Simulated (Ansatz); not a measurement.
Stepwise reaction of `[NH2][Al]([NH2])[OH]` with hydrogen sulfide, as a gas-phase model of exchange steps in deposition or etching. ΔE in kJ/mol; ΔG adds harmonic PBE0-D4 terms to CCSD(T)/CBS, at 1 bar.

Isolated molecules relaxed with PBE0-D4/def2-TZVP in Ansatz; ΔE leaves out vibrations. CCSD(T)/CBS is the MP2 limit (def2-TZVPP, def2-QZVPP) plus CCSD(T) − MP2 in def2-TZVPP, frozen cores. This one scheme is used for every species. DFT in def2-TZVPP. B3LYP here is the variant with VWN-RPA as its local correlation; programs differ in this. Each species was taken in one conformer, which may not be the lowest.

```json
{"step": "2", "reaction": "`[NH2][Al]([OH])[SH]` + H₂S → `[OH][Al]([SH])[SH]` + NH₃", "PBE-D4": "-31.0", "B3LYP-D4": "-22.3", "ωB97M-V": "-22.9", "CCSD(T)/CBS": "-24.7", "ΔG(500 K)": "-14.0"}
```

Q: Give the row of step 1, `[NH2][Al]([NH2])[OH]` + H₂S → `[NH2][Al]([OH])[SH]` + NH₃. (Estimate.)

A: Ansatz gave: 
| step | reaction | PBE-D4 | B3LYP-D4 | ωB97M-V | CCSD(T)/CBS | ΔG(500 K) |
| --- | --- | --- | --- | --- | --- | --- |
| 1 | `[NH2][Al]([NH2])[OH]` + H₂S → `[NH2][Al]([OH])[SH]` + NH₃ | -35.3 | -26.9 | -28.4 | -29.0 | -15.8 |

Q: By hand: ΔE of the 2 steps together at CCSD(T)/CBS.

A: (-29.0) + (-24.7) = -53.7 kJ/mol, or -26.9 kJ/mol a step.

In ΔE the steps differ by no more than 4.3 kJ/mol. All are downhill at CCSD(T)/CBS. ΔG lies between -15.8 and -14.0 kJ/mol a step. PBE-D4 differs from CCSD(T)/CBS by -6.3 to -6.3 kJ/mol a step. Isolated molecules leave out the surface, adducts and barriers. Largest T1 diagnostic: 0.012.
